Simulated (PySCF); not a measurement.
## Radial density of O²⁺ (oxygen, charge +2)

PW91, [He] 2s1 2p2 3s1, high-spin 5P determinant (an excited configuration). All numbers are calculated (PySCF 2.14, the spin-free X2C one-electron Hamiltonian (Gaussian nucleus), in aug-cc-pCVTZ-DK (7s6p4d2f, 59 functions)).

```tsv
r (bohr)	4πr²ρ (e/bohr)	4πr²(ρα − ρβ)
0.00366	0.05184	0.0021
0.00615	0.1401	0.0056
0.0103	0.3638	0.0145
0.0174	0.9105	0.0362
0.0293	2.115	0.0837
0.0493	4.340	0.1693
0.0828	7.190	0.2735
0.139	8.423	0.3292
0.234	5.814	0.4590
0.394	2.900	1.5026
0.663	3.222	3.1409
1.12	2.132	2.1313
1.88	0.6123	0.6123
3.16	0.3371	0.3371
5.31	0.04352	0.0435
8.93	6.007e-05	0.0001
```

Densities and radii are taken from the X2C orbitals without a picture-change correction, which distorts them close to the nucleus.

The outer electron is Rydberg-like, and this basis confines it to a smaller radius and binds it less than a complete one would.
